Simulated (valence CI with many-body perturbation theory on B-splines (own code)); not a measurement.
Forbidden lines of Pm³⁸⁺

Method: relativistic CI+MBPT: five valence electrons over a frozen Dirac-Fock core [Ar], a basis of 7 s, 7 p, 8 d, 6 f, 4 g, 1 h functions for each j, with the one-electron correlation potential Σ1 (screened to all orders), the two-electron term Σ2, the three-electron term Σ3, Breit, model QED; selected single and double excitations, second order for the rest, scaled by the run's own slope (own B-spline code, finite nucleus).

No measured spectrum was set against this ion. As an estimate, large intervals hold to a few tenths of a per cent, small ones and those within an open d or f shell to about a per cent. Only levels of the ground parity were solved; by the run's estimate the other parity begins above the list, which can be wrong where configurations are misplaced.

Lines 1 to 50 of 120 in falling wavelength, among levels below 1024500 cm⁻¹, chosen from the decays that carry over 1 % of a level's rate. Wavelengths and rates use the calculated energies. Electric multipoles are in the length gauge, E1 and E2 with the static RPA response of the core. Weak lines are less certain than strong ones. Lines between different terms over intervals too small for the method are left out, as are lines whose strength nearly cancels. Branching is blank where the lifetime is uncertain.

Levels are named by their leading jj configuration (3d3/2^4 stands for four electrons in 3d with j = 3/2), which in mixed levels can hold well under half, so a name can repeat and another be missing. Letters in brackets count levels of one name in rising energy.

```
λ vac (nm)                        Upper                        Lower  Type   A (s⁻¹)  Branch %
     954.8     (3d3/2^3 3d5/2^2) J=11/2  (3d3/2^3 3d5/2^2) J=7/2 [a]    E2  6.80e-08          
     369.5      (3d3/2^3 3d5/2^2) J=9/2     (3d3/2^3 3d5/2^2) J=11/2    M1  2.33e+02      25.0
     266.8  (3d3/2^3 3d5/2^2) J=7/2 [b]  (3d3/2^3 3d5/2^2) J=5/2 [b]    M1  4.64e+02       3.8
     266.4      (3d3/2^3 3d5/2^2) J=9/2  (3d3/2^3 3d5/2^2) J=7/2 [a]    M1  6.95e+02      74.4
     227.1  (3d3/2^3 3d5/2^2) J=5/2 [b]  (3d3/2^3 3d5/2^2) J=3/2 [a]    M1  9.05e+02       2.5
     180.9      (3d3/2^3 3d5/2^2) J=1/2  (3d3/2^3 3d5/2^2) J=3/2 [a]    M1  5.22e+03      99.7
     146.6  (3d3/2^2 3d5/2^3) J=1/2 [a]  (3d3/2^3 3d5/2^2) J=3/2 [b]    M1  4.01e+03       1.7
     130.0  (3d3/2^3 3d5/2^2) J=7/2 [a]  (3d3/2^3 3d5/2^2) J=5/2 [a]    M1  5.60e+03       7.0
     114.6  (3d3/2^2 3d5/2^3) J=7/2 [b]  (3d3/2^2 3d5/2^3) J=9/2 [a]    M1  9.18e+02       1.1
     114.3  (3d3/2^2 3d5/2^3) J=3/2 [b]  (3d3/2^2 3d5/2^3) J=3/2 [a]    M1  1.50e+03       1.3
     112.9  (3d3/2^2 3d5/2^3) J=3/2 [a]  (3d3/2^2 3d5/2^3) J=5/2 [a]    M1  4.83e+03       1.1
     112.1  (3d3/2^3 3d5/2^2) J=7/2 [b]  (3d3/2^3 3d5/2^2) J=7/2 [a]    M1  2.18e+03      17.8
     110.3  (3d3/2^2 3d5/2^3) J=5/2 [b]  (3d3/2^3 3d5/2^2) J=3/2 [b]    M1  5.23e+03       2.3
     99.80  (3d3/2^3 3d5/2^2) J=3/2 [b]      (3d3/2^3 3d5/2^2) J=1/2    M1  1.70e+03       3.6
     98.61  (3d3/2^2 3d5/2^3) J=5/2 [b]  (3d3/2^2 3d5/2^3) J=5/2 [a]    M1  2.70e+03       1.2
     92.98  (3d3/2^2 3d5/2^3) J=7/2 [b]  (3d3/2^2 3d5/2^3) J=7/2 [a]    M1  3.59e+03       4.4
     89.74  (3d3/2^3 3d5/2^2) J=3/2 [b]  (3d3/2^3 3d5/2^2) J=5/2 [b]    M1  4.36e+03       9.2
     87.96  (3d3/2^2 3d5/2^3) J=1/2 [b]  (3d3/2^2 3d5/2^3) J=3/2 [a]    M1  1.10e+04       3.9
     86.77  (3d3/2^2 3d5/2^3) J=9/2 [c]  (3d3/2^2 3d5/2^3) J=9/2 [b]    M1  1.36e+04      11.8
     79.40  (3d3/2^2 3d5/2^3) J=9/2 [a]  (3d3/2^3 3d5/2^2) J=7/2 [b]    M1  1.26e+04       9.6
     77.74  (3d3/2^3 3d5/2^2) J=5/2 [b]  (3d3/2^3 3d5/2^2) J=5/2 [a]    M1  3.45e+04      95.5
     69.86  (3d3/2^2 3d5/2^3) J=7/2 [a]  (3d3/2^3 3d5/2^2) J=5/2 [b]    M1  2.92e+04      15.2
     67.17  (3d3/2^2 3d5/2^3) J=5/2 [c]  (3d3/2^3 3d5/2^2) J=3/2 [b]    M1  3.65e+04      12.1
     65.65  (3d3/2^2 3d5/2^3) J=5/2 [a]  (3d3/2^3 3d5/2^2) J=7/2 [a]    M1  3.28e+04       8.4
     64.55    (3d3/2 3d5/2^4) J=7/2 [a]  (3d3/2^2 3d5/2^3) J=5/2 [c]    M1  2.27e+04       4.7
     64.52  (3d3/2^3 3d5/2^2) J=5/2 [a]        (3d3/2^4 3d5/2) J=5/2    M1  1.42e+05     100.0
     64.32  (3d3/2^3 3d5/2^2) J=3/2 [b]  (3d3/2^3 3d5/2^2) J=3/2 [a]    M1  1.00e+04      21.1
     63.57  (3d3/2^2 3d5/2^3) J=7/2 [a]      (3d3/2^3 3d5/2^2) J=9/2    M1  4.82e+04      25.1
     62.63  (3d3/2^2 3d5/2^3) J=5/2 [c]  (3d3/2^2 3d5/2^3) J=5/2 [a]    M1  3.58e+03       1.2
     61.05     (3d3/2^2 3d5/2^3) J=11/2      (3d3/2^3 3d5/2^2) J=9/2    M1  1.88e+04      13.8
     60.76  (3d3/2^2 3d5/2^3) J=5/2 [b]  (3d3/2^3 3d5/2^2) J=7/2 [b]    M1  2.06e+04       9.1
     60.50  (3d3/2^2 3d5/2^3) J=3/2 [b]  (3d3/2^3 3d5/2^2) J=3/2 [b]    M1  2.03e+03       1.7
     59.38  (3d3/2^2 3d5/2^3) J=1/2 [a]      (3d3/2^3 3d5/2^2) J=1/2    M1  9.60e+04      39.6
     58.17    (3d3/2 3d5/2^4) J=5/2 [a]  (3d3/2^2 3d5/2^3) J=3/2 [a]    M1  3.67e+04       5.2
     56.80  (3d3/2^2 3d5/2^3) J=3/2 [b]  (3d3/2^2 3d5/2^3) J=5/2 [a]    M1  1.04e+04       8.9
     56.41    (3d3/2 3d5/2^4) J=3/2 [a]  (3d3/2^2 3d5/2^3) J=5/2 [c]    M1  1.43e+04       2.6
     56.19  (3d3/2^2 3d5/2^3) J=3/2 [a]      (3d3/2^3 3d5/2^2) J=1/2    M1  1.37e+04       3.2
     55.60    (3d3/2 3d5/2^4) J=7/2 [a]  (3d3/2^2 3d5/2^3) J=9/2 [b]    M1  2.91e+04       6.0
     52.86  (3d3/2^2 3d5/2^3) J=3/2 [a]  (3d3/2^3 3d5/2^2) J=5/2 [b]    M1  5.56e+04      12.9
     52.53  (3d3/2^2 3d5/2^3) J=5/2 [d]  (3d3/2^2 3d5/2^3) J=5/2 [c]    M1  7.22e+03       2.2
     52.40     (3d3/2^2 3d5/2^3) J=11/2     (3d3/2^3 3d5/2^2) J=11/2    M1  1.17e+05      86.2
     51.93       (3d3/2 3d5/2^4) J=11/2  (3d3/2^2 3d5/2^3) J=9/2 [b]    M1  2.74e+04       6.7
     51.32  (3d3/2^2 3d5/2^3) J=7/2 [a]  (3d3/2^3 3d5/2^2) J=7/2 [a]    M1  6.75e+04      35.1
     50.54  (3d3/2^2 3d5/2^3) J=9/2 [b]  (3d3/2^3 3d5/2^2) J=7/2 [b]    M1  2.38e+04       7.8
     50.20  (3d3/2^2 3d5/2^3) J=7/2 [c]  (3d3/2^2 3d5/2^3) J=5/2 [a]    M1  3.30e+03       1.8
     50.00  (3d3/2^2 3d5/2^3) J=5/2 [d]  (3d3/2^2 3d5/2^3) J=7/2 [b]    M1  4.60e+03       1.4
     49.76  (3d3/2^2 3d5/2^3) J=9/2 [c]     (3d3/2^2 3d5/2^3) J=11/2    M1  3.19e+03       2.8
     49.49  (3d3/2^2 3d5/2^3) J=5/2 [b]  (3d3/2^3 3d5/2^2) J=5/2 [b]    M1  1.02e+05      45.0
     48.86  (3d3/2^2 3d5/2^3) J=9/2 [a]     (3d3/2^3 3d5/2^2) J=11/2    M1  4.77e+04      36.3
     46.91    (3d3/2 3d5/2^4) J=7/2 [a]  (3d3/2^2 3d5/2^3) J=5/2 [b]    M1  7.63e+04      15.8
```
